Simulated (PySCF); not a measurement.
C4H11NSi, SMILES CNC1([SiH3])CC1.

The structure is a stationary point at B3LYP-D3(BJ)/def2-SVP. The structure was generated by enumeration, and PubChem lists no compound with its InChIKey, so it may never have been made. Other conformers were not sampled.

Two levels are set side by side: PBE/def2-TZVP (PySCF) and B3LYP/def2-TZVP (PySCF). Same geometry, gas phase. Differences are taken from unrounded values.

```json
[
 {"quantity": "orbital gap (eV)", "PBE": "4.86"},
 {"quantity": "highest occupied level (eV)", "PBE": "-4.97"},
 {"quantity": "lowest empty level (eV)", "PBE": "-0.11"},
 {"quantity": "dipole moment (D)", "PBE": "0.52"},
 {"quantity": "mean polarisability (bohr³)", "PBE": "86.0"}
]
```

### Question
These are the PBE values. What does B3LYP give? (The exact figures need the calculation; the answer reports its results.)

### Answer

| quantity | B3LYP | PBE minus B3LYP |
|---|---|---|
| orbital gap (eV) | 6.55 | -1.69 |
| highest occupied level (eV) | -6.07 | 1.09 |
| lowest empty level (eV) | 0.49 | -0.59 |
| dipole moment (D) | 0.43 | 0.09 |
| mean polarisability (bohr³) | 83.0 | 3.0 |

Without exact exchange PBE keeps part of each electron's self-repulsion, which lifts occupied levels and narrows the gap. PBE's more diffuse valence density responds more strongly to a field. Differences between two approximate levels are no errors against the true value.

Rough cost on one machine, each run with all the roots and properties that it gave: B3LYP against PBE within a factor of 2.
